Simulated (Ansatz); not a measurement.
Saddle point of SiH6Se, singlet (H₂Se + SiH₄ → SiH₄Se ([SiH3][SeH]) + H₂; bonds formed: Si1–Se7, H2–H6; bonds broken: Si1–H2, H6–Se7), PBE0-D4/def2-TZVP structure:

```xyz
8
angstrom
Si -0.1198 -0.2964 -0.7471
H -0.3659 -1.1643 0.7002
H 1.1861 -0.8519 -1.1518
H -1.2114 -1.2096 -1.2197
H -0.5090 1.0007 -1.3582
H 0.1417 -0.4425 1.0787
Se 1.0723 1.1549 1.1707
H -0.1938 1.8093 1.5271
```

Energies are electronic, without zero-point energy. Barriers and step energies count from the start structure reached by relaxing down the imaginary mode; all methods use the PBE0-D4 structures, on which another method's saddle can fall below an end. Ansatz 0.2.0; basis: def2-TZVPP, with def2-QZVPP for the basis limit; cores frozen in the correlated methods. Filled d shells of the heavier atoms are correlated. The def2 sets are not built for correlating such inner shells, so the correlated values are less sure here. B3LYP uses VWN-RPA correlation. Extrapolation: Hartree–Fock as exp(−7.88 √X), correlation as X^−2.97.

| method | barrier (kJ/mol) | step energy (kJ/mol) |
| --- | --- | --- |
| SPW92 | 139.6 | -31.6 |
| PBE-D4 | 163.5 | -38.1 |
| BLYP-D4 | 186.2 | -32.9 |
| r2SCAN-D4 | 179.5 | -37.8 |
| B97M-V | ? | -27.7 |
| PBE0-D4 | 183.1 | -36.5 |
| B3LYP-D4 | 200.6 | -31.4 |
| r2SCAN0-D4 | 192.2 | -36.8 |
| BHLYP-D4 | 223.8 | -29.4 |
| CAM-B3LYP-D4 | 216.1 | -26.1 |
| wB97X-V | ? | -31.0 |
| wB97M-V | 209.3 | -32.2 |
| B2PLYP | 210.7 | -31.5 |
| PBE-QIDH | 201.5 | -36.7 |
| RPA on PBE | ? | -25.5 |
| HF | 282.0 | -19.8 |
| MP2 | 208.9 | -39.2 |
| CCSD | 229.7 | -26.8 |
| CCSD(T) | 217.6 | -30.0 |

**Question.** Fill in the withheld barriers. (Judge from chemistry; the value comes from the calculation.)

**Answer.** Computed: B97M-V 199.6; wB97X-V 216.2; RPA on PBE 220.3 kJ/mol. Each is the energy of the saddle less that of the start structure, by the same method.

For comparison, the barrier by CCSD(T) at an estimated basis limit (MP2 extrapolated from triple and quadruple zeta, plus CCSD(T) − MP2 in triple zeta) is 207.4 kJ/mol.

No T1 diagnostic of these runs exceeds 0.012.

Labels in which every atom is bracketed show which atoms are joined, not bond orders.

For scale, one of the runs: CCSD(T)/def2-TZVPP, 174 basis functions, launched by `ansatz run in.yaml --threads 2 --pin off --events-out ev --progress --plain --max-ram 4352MiB`. The run took 39 s on 2 CPU threads of an Arm Neoverse V1 (shared host), with 1.5 GiB of host memory at its peak.
